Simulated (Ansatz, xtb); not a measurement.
Stretching the Si1–H2 bond in BrHSi (SMILES [SiH]Br) (multiplicity 1 held, fragments rigid). Energies count from the point at 1.524 Å.
Geometry at that point (charge 0, multiplicity 1):
```xyz
3

Si    -0.89670    -0.76105     1.06218
H     -1.89252    -1.22929     0.00777
Br     0.41275     0.33954    -0.42510
```

R- and RO- levels are restricted; in cc, def2 and unpolarised 6-31G sets they are followed outwards from rest. Active spaces are followed from a long bond inwards. Levels need not reach the same state.

Correlated levels freeze the cores. Filled d and f shells under p-block atoms count as core.

Run with Ansatz (Gaussian basis) for Hartree–Fock, density functionals and correlated methods; xtb for the GFN methods.  The GFN methods have no spin term and hold the electronic entropy of 300 K.

Task: What is the computed energy at R = 4.877 Å (GFN2-xTB)?

Result: 3.67 eV

Task: What is the computed energy at R = 4.877 Å (R-SCS-MP2/def2-TZVPP)?

Result: 4.36 eV

Task: What energy at R = 4.877 Å does FIC-MRCISD on CASSCF(2,2)/def2-TZVPP give?

Result: 3.23 eV

Doubts at one or more of the structures used: a restricted determinant that unrestricted orbitals would lower (R-SCS-MP2/def2-TZVPP).

Ansatz is a program for electronic structure.
